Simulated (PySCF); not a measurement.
A GIAO shielding run with PySCF (density fitting, non-relativistic, gas phase) on `FCOC[C@H](F)Cl`, C3H5ClF2O:

```
$ OMP_NUM_THREADS=1 python probes_run.py task.json out

{"job": {"kind": "nmr", "xc": "PBE0", "basis": "def2-SVP", "pop": true}, "charge": 0, "multiplicity": 1}
F     -2.274796    -0.596653     1.108888
C     -1.616163     0.440391     0.505744
O     -0.811585    -0.021147    -0.507407
C      0.312845    -0.750455    -0.106547
C      1.525086     0.107778     0.190379
F      1.325766     0.846604     1.313924
Cl     1.894665     1.199200    -1.160890
H     -2.356523     1.107210     0.038861
H     -1.044948     0.967011     1.288776
H      0.571860    -1.435650    -0.927032
H      0.099071    -1.360718     0.789096
H      2.414510    -0.523335     0.344617
```

Hardware: 1 thread of an Arm Neoverse V1, shared host. The job also computes population analyses, field gradients.

Q: How large is the calculation?

A: 66 electrons, 127 basis functions and 719 auxiliary functions.

Q: How long does it take, and how much memory does it need?

A: 13 s of wall time, with 14 SCF cycles and 5 response iterations; peak memory 0.66 GiB. Times on a shared host scatter by some tens of per cent.

Q: And these other runs on the same molecule and hardware: GIAO shielding at B97-2/pcSseg-1; GIAO shielding at B97-D/pcSseg-1; GIAO shielding at BP86/pcSseg-1; GIAO shielding at HF/pcSseg-1; GIAO shielding at KT3/pcSseg-1; GIAO shielding at LDA/pcSseg-1?

A: B97-2/pcSseg-1: 151 functions, 12 s; B97-D/pcSseg-1: 151 functions, 19 s; BP86/pcSseg-1: 151 functions, 19 s; HF/pcSseg-1: 151 functions, 6.7 s; KT3/pcSseg-1: 151 functions, 20 s; LDA/pcSseg-1: 151 functions, 16 s.
